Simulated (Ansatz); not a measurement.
Species: GaO$_{2}$H$_{2}$, charge 0, multiplicity 2. SMILES: [OH][Ga][OH]
Structure (B3LYP-D3(BJ)/def2-TZVP (Ansatz, a quantum-chemistry and plane-wave program) minimum search):
```xyz
5

Ga     0.1855     0.1805     0.2316
O      0.7381    -0.1404    -1.4641
H      1.5997     0.2348    -1.6756
O     -1.4379    -0.5408     0.5901
H     -1.7505    -0.3816     1.4872
```
Charge 0, spin multiplicity 2.

Quantity: vertical electron affinity to the singlet, in eV. Terms: six Cartesian d functions in 6-31G* and its kin unless marked 5d; no dispersion term unless named; each state is the SCF solution reached for its charge and spin; open shells spin-unrestricted; LANL2DZ with its own core potentials from Na on; non-relativistic; no spin-orbit coupling. Ab initio and DFT rows: single points at B3LYP-D3(BJ) geometries (Ansatz).

```tsv
level	program	vertical electron affinity to the singlet (eV)
B3LYP/STO-3G	Ansatz	-4.80
B3LYP/3-21G	Ansatz	0.84
B3LYP/6-31G*	Ansatz	1.26
B3LYP/6-31G* with LANL2DZ past Ar	Ansatz	0.57
B3LYP/def2-TZVPD	Ansatz	1.69
```

No value to compare with is used here. The 4 habitual levels span -4.80 (B3LYP/STO-3G) to 1.26 eV (B3LYP/6-31G*); B3LYP/def2-TZVPD gives 1.69.

The sets are all those run for this method; left out are runs that failed, that the program found above a lower state of the same kind, or whose <S^2> lies over 0.5 above the pure value.
